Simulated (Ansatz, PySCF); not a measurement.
Gas-phase reaction in SMILES: [SeH2] (H2Se) -> [SeH] (HSe) + H atom (the H-Se bond at the site shown breaks; other sites are not compared here)
Structures are relaxed separately at B3LYP-D3(BJ)/def2-TZVP in Ansatz (a program for electronic structure).

Property: bond dissociation energy (0 K, with B3LYP-D3(BJ) harmonic zero-point energies from PySCF), in kJ/mol. Cores are frozen in the correlated levels unless marked. UHF or UKS for open shells. Spin-orbit coupling is left out. The frozen core is the preceding noble-gas configuration, with the filled d and f shells of earlier blocks. No relativistic terms. Basis-set limits of correlation are two-point, X^-3; Hartree-Fock from the larger set (for Q and 5 zeta extrapolated as (X+1)exp(-9√X)).

| level | program | bond dissociation energy (kJ/mol) |
|---|---|---|
| PBE0-D3(BJ)/def2-TZVP | Ansatz + dftd3 | 326.8 |

Task: Predict the CCSD(T)/CBS(cc-pVQZ,cc-pV5Z) result (Ansatz).

Result: 335.7 kJ/mol
